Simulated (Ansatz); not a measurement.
A run for Ansatz (a quantum-chemistry and plane-wave program): R-BLYP/def2-TZVPP on H8Si4 (SMILES [SiH2]=[Si]([SiH3])[SiH3]).

Ansatz 0.2 input:
```yaml
crystal:
  periodic: [false, false, false]
  atoms:
    - {symbol: Si, position_ang: [-1.80105904, -1.26712094, 0.38783175]}
    - {symbol: Si, position_ang: [0.00564077, 0.20468258, 0.29259781]}
    - {symbol: Si, position_ang: [2.16492502, -0.51649538, -0.21421777]}
    - {symbol: Si, position_ang: [-0.46144153, 2.23951296, -0.24776221]}
    - {symbol: H, position_ang: [-1.84267157, -2.15560128, -0.81182550]}
    - {symbol: H, position_ang: [-1.70841526, -2.13247940, 1.60091300]}
    - {symbol: H, position_ang: [-3.05849230, -0.46692018, 0.45443072]}
    - {symbol: H, position_ang: [2.73969729, -1.29048415, 0.92576743]}
    - {symbol: H, position_ang: [3.01562351, 0.68264305, -0.46774616]}
    - {symbol: H, position_ang: [2.17553574, -1.39521813, -1.42171057]}
    - {symbol: H, position_ang: [0.58891819, 3.27647686, -0.43177948]}
    - {symbol: H, position_ang: [-1.81846082, 2.82090402, -0.06639901]}
basis:
  gaussian:
    orbitals: def2-TZVPP
hamiltonian:
  xc: {name: BLYP}
scf: {lower_state_search: off}
```

It printed:

```
WARN ansatz: RAYON_NUM_THREADS=8 ignored (pool sized by the plan → 8); use --threads N
Functional definition: BLYP
these checks for a lower state are left out or cut short: stability, starts, cluster_reference, orbital_swaps, neighbouring_geometries, increment
integrals: 0.28 GiB planned
1624 factors; their error is unknown
mean field: 1.60 GiB planned
mean field evaluation 1: about -31636.9874 eV, gradient 2.5e1 eV
mean field evaluation 2: about -31637.8084 eV, gradient 2.1e1 eV
mean field evaluation 4: about -31639.5329 eV, gradient 4.8e0 eV
mean field evaluation 8: about -31639.5488 eV, gradient 2.1e-1 eV
mean field evaluation 16: about -31639.5489 eV, gradient 9.6e-6 eV
mean field -31639.54885652 eV, -1162.7319744205 hartree, gradient 4.7e-6 eV, S^2 0.000000; 0 other end points of the search recorded, 0 dependent functions left out
reference -31639.54930931 eV, -1162.7319910602 hartree; 32, 32 occupied and 248, 248 virtual orbitals, 1624 factors
Total energy: -31639.54930931 eV, -1162.7319910602 hartree
Checks for a lower state left out: stability, starts, cluster_reference, orbital_swaps, neighbouring_geometries, increment
```

Self-consistency was reached.

Cost: about 8 core-seconds (a rough figure).
